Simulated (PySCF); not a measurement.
Gas-phase reaction: ZrCl₄.H₂O + 2 OH → ZrCl₂(OH)₂ + H₂O + Cl₂

Method: PySCF energies plus ideal-gas RRHO corrections (1 bar). † marks an energy on the PBE0/def2-TZVP geometry and frequencies; other levels use their own. MP2 and CCSD(T) freeze the core. Open shells (unrestricted): OH (multiplicity 2); the rest are closed-shell singlets. Spin-orbit splitting is ignored; it lowers the true energy and changes the entropy of OH. Zr: scalar-relativistic def2 core potential, no spin-orbit coupling. Adducts (ZrCl₄.H₂O) have no counterpoise correction, and HF, PBE, BLYP, B3LYP and PBE0 lack dispersion. ZrCl₄.H₂O, ZrCl₂(OH)₂: computed as isolated molecules; such fragments, hydroxides, amides, oligomers or adducts are transient or little studied in the gas. MP2 isn't extrapolated to the basis-set limit. CCSD(T) isn't extrapolated to the basis-set limit.

| level | ΔH°(298 K), kJ |
|---|---|
| CCSD(T)/def2-SVP† | (withheld) |
| MP2/def2-TZVPP† | -288 |
| PBE/def2-SVP | -282 |
| r2SCAN/def2-TZVP† | (withheld) |
| ωB97M-V/def2-TZVP† | -272 |

Q: Some entries are withheld; supply them.

A: 
- CCSD(T)/def2-SVP†, ΔH°(298 K), kJ: -211
- r2SCAN/def2-TZVP†, ΔH°(298 K), kJ: -247
